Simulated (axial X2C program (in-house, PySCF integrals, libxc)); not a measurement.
# Worked dissociation energy of AlHg: M06, scalar-relativistic

Computed with an axial X2C code built on PySCF integrals. Spin-free means the one-electron spin-free X2C Hamiltonian. Basis: Hg dyall-cv3z [13s14p9d6f4g], Al dyall-v3z [8s8p2d1f] (cores contracted in-house); Gaussian nuclei, density fitting, unrestricted open shells. Masses: Hg 201.971 u, Al 26.982 u.

Molecular state: M_S = 1/2, Λ = 1 (beyond evenly filled blocks: π+α).

* E(Hg) (2M_S = 0, M_L = 0): -19626.290702 hartree
* E(Al) (2M_S = 1, M_L = 1): -242.798590 hartree
* E(AlHg) at Re: -19869.101088 hartree
* ωe: 128.9 cm⁻¹
* ωexe: 1.55 cm⁻¹

**Question.** Work out De and D0.

**Answer.** De = -19626.290702 + (-242.798590) − (-19869.101088) = 0.01180 hartree = 0.321 eV. The zero-point energy is ωe/2 − ωexe/4 = 64 cm⁻¹ = 0.008 eV, so D0 = 0.313 eV.

One determinant describes the state; a PBE0 search over occupations chose it and may have missed a lower one. De is counted from the lowest determinant-based energies of the atoms at the same level, without counterpoise correction. PBE0 can misorder states that lie within some tenths of an eV, so this need not be the ground state of the molecule. The nearest other spin-free determinant of the search, M_S = 1/2, Λ = 0, lies 0.38 eV up at the distance of the search. The functionals have no current-density term, which raises determinants with orbital currents, atoms included. Spin–orbit coupling changes these values markedly for this molecule (Re by over 0.02 Å or De by over 0.25 eV), so the spin-free numbers are a model.

Each atomic determinant is the lowest at this level and need not be a pure term. Totals compare only within one Hamiltonian and basis.
